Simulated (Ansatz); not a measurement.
Ansatz (a first-principles code) input (PBE/6-31G* with LANL2DZ past Ar): The .json file joins the Basis Set Exchange's 6-31G* for atoms up to Ar and LANL2DZ past it.

Ansatz 0.2 input:
```yaml
crystal:
  periodic: [false, false, false]
  atoms:
    - {symbol: Y, position_ang: [-0.05165255, 0.09391166, 0.22549220]}
    - {symbol: F, position_ang: [-1.59608398, -1.15803817, -0.28261149]}
    - {symbol: F, position_ang: [0.09623841, 1.67458215, -1.07467136]}
    - {symbol: F, position_ang: [1.72367328, -0.92349452, 0.38014998]}
basis:
  gaussian:
    orbitals: 6-31Gs+LANL2DZ.json
hamiltonian:
  xc: {name: PBE}
total_charge: -1
magnetization: {spin_polarized: true, initial_magnetization: 1}
output: {forces: true}
```

Q: Predict the final energy.

A: -337.45735 Eh.
